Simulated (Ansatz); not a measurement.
Input for Ansatz (a program for electronic structure): U-wB97X-V/def2-TZVPP on H5InSi (SMILES [SiH3][InH2]), a point of a bond scan (R = 3.475 Å). Elements past Kr take the def2 small-core potentials; no spin–orbit coupling.

Ansatz 0.2 input:
```yaml
crystal:
  periodic: [false, false, false]
  atoms:
    - {symbol: In, position_ang: [-0.32667194, -0.55207065, 0.06665595]}
    - {symbol: H, position_ang: [0.61983186, -2.85677671, 2.48972647]}
    - {symbol: H, position_ang: [-1.69916802, -0.94453524, -0.92206221]}
    - {symbol: Si, position_ang: [0.98424778, 1.66633835, -0.20679277]}
    - {symbol: H, position_ang: [0.75722458, 2.53069909, 0.98114900]}
    - {symbol: H, position_ang: [0.57858736, 2.43360543, -1.41049999]}
    - {symbol: H, position_ang: [2.44423217, 1.40737952, -0.29782067]}
basis:
  gaussian:
    orbitals: def2-TZVPP
hamiltonian:
  xc: {name: wB97X-V}
magnetization: {spin_polarized: true, initial_magnetization: 0}
```

Output:

```
WARN ansatz: RAYON_NUM_THREADS=1 ignored (pool sized by the plan → 1); use --threads N
Functional definition: wB97X-V
integrals: 0.10 GiB planned
1038 factors; their error is unknown
integrals: 0.13 GiB planned
244 factors; integrals over basis functions are off by at most 3.4e-5 eV
mean field: 1.12 GiB planned
mean field evaluation 1: about -13124.7441 eV, gradient 1.3e1 eV
mean field evaluation 2: about -13125.2676 eV, gradient 1.2e1 eV
mean field evaluation 4: about -13126.8548 eV, gradient 6.1e-1 eV
mean field evaluation 8: about -13126.8988 eV, gradient 1.7e-1 eV
mean field evaluation 16: about -13126.8989 eV, gradient 5.5e-5 eV
mean field evaluation 32: about -13127.4752 eV, gradient 5.2e-2 eV
mean field -13127.50974779 eV, -482.4270850857 hartree, gradient 1.8e-5 eV, S^2 0.839009; 5 other end points of the search recorded, 0 dependent functions left out
reference -13127.50974651 eV, -482.4270850386 hartree; 20, 20 occupied and 142, 142 virtual orbitals, 1038 factors
Total energy: -13127.50974651 eV, -482.4270850386 hartree
```

The run converged. Its determinant has ⟨S²⟩ = 0.84, a mixture of spin states.

Cost: roughly 40 core-seconds.
